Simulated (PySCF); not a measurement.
GaH, neutral, multiplicity 1. Atoms are numbered in the order given.

```xyz
2

Ga     0.0000     0.0000    -0.0525
H      0.0000     0.0000     1.6288
```

Coordinates come from a PBE0-D3(BJ)/def2-TZVPD optimisation.

These are TDA-LC-ωPBE/def2-TZVPD (PySCF) values and carry that method's errors.

Vertical excitations; the highest root listed may be one member of a degenerate set. Isolated molecule, no solvent. State labels are in the subgroup C2v.

```csv
state,symmetry,energy (eV),λ (nm),f,main pairs
S1,B1,3.06,406,0.041,HOMO→LUMO (degenerate set)
S2,B2,3.06,406,0.041,HOMO→LUMO+1 (degenerate set)
S3,A1,5.87,211,0.266,HOMO→LUMO+2 97 %
S4,A1,7.21,172,0.534,HOMO→LUMO+3 97 %
S5,A1,7.43,167,0.000,HOMO→LUMO+4 (degenerate set)
S6,A2,7.43,167,0.000,HOMO→LUMO+5 (degenerate set)
S7,B1,7.49,166,0.215,HOMO→LUMO+6 (degenerate set)
S8,B2,7.49,166,0.215,HOMO→LUMO+7 (degenerate set)
S9,A1,8.81,141,0.033,HOMO→LUMO+8 95 %
S10,B1,9.07,137,0.608,HOMO−1→LUMO 94 %
T1,B1,1.88,660,0,HOMO→LUMO (degenerate set)
T2,B2,1.88,660,0,HOMO→LUMO+1 (degenerate set)
T3,A1,5.20,239,0,"HOMO→LUMO+2 47 %, HOMO→LUMO+3 38 %, HOMO→LUMO+9 13 %"
T4,A1,6.01,206,0,"HOMO→LUMO+2 50 %, HOMO→LUMO+3 41 %"
```
Triplets are in the Tamm–Dancoff approximation.
